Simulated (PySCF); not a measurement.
AlClH2Se2, SMILES [Cl][Al]([SeH])[SeH]. Atoms are numbered in the order given.

```xyz
6

Al     0.0000     0.0000     0.4074
Cl     0.0000     0.0000     2.5124
Se     0.0000     2.0588    -0.6475
H      0.0000     1.4437    -1.9901
Se     0.0000    -2.0588    -0.6475
H      0.0000    -1.4437    -1.9901
```

Geometry optimised at B3LYP-D3(BJ)/def2-SVP. The structure was generated by enumeration; whether it is a known compound was not checked. Other conformers were not sampled.

Level of theory: PBE/def2-TZVP run with PySCF.

Symmetry labels are those of the subgroup C2v that the program uses (full group C2v).

Computed valence orbital energies around the gap with their symmetry:
```tsv
orbital	symmetry	energy (eV)
HOMO−7	B2	-10.03
HOMO−6	A1	-9.72
HOMO−5	A1	-8.64
HOMO−4	B1	-8.27
HOMO−3	B2	-8.18
HOMO−2	B2	-7.37
HOMO−1	B1	-6.75
HOMO	A2	-6.35
LUMO	A1	-1.89
LUMO+1	B1	-1.73
LUMO+2	A1	-1.51
LUMO+3	B2	-0.68
```
